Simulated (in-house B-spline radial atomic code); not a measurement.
Whole-atom quantities along the 32-electron series, configuration [Ar] 3d10 4s2 4p2. Computed with a B-spline radial code for spherical atoms: non-relativistic Hartree-Fock, average of the configuration, point nuclei.

This level leaves out relativity, spin-orbit splitting included, which matters for heavy ions.

| ion | Z | E/Z² (Eh) | Σ<r²> (bohr²) | n(0)/Z³ (bohr⁻³) | Lamb diamagnetic shielding (ppm) | repulsion over attraction |
| --- | --- | --- | --- | --- | --- | --- |
| Er36+ | 68 | -2.5393 | 2.0305 | 0.71513 | 6766.6 | 0.094063 |
| Tm37+ | 69 | -2.547 | 1.9533 | 0.71557 | 6877.6 | 0.09285 |
| Yb38+ | 70 | -2.5545 | 1.8805 | 0.716 | 6988.59 | 0.091666 |
| Lu39+ | 71 | -2.5617 | 1.8117 | 0.71643 | 7099.59 | 0.090511 |
| Hf40+ | 72 | -2.5688 | 1.7467 | 0.71684 | 7210.58 | 0.089384 |
| Ta41+ | 73 | -2.5757 | 1.6851 | 0.71724 | 7321.56 | 0.088284 |

**Question.** With what power of Z does the column «Σ<r²> (bohr²)» change over this range?

**Answer.** A fit of the logarithm of its size against log Z from Z = 68 to 73 has slope -2.63. Unscreened non-relativistic hydrogenic orbitals would give -2.
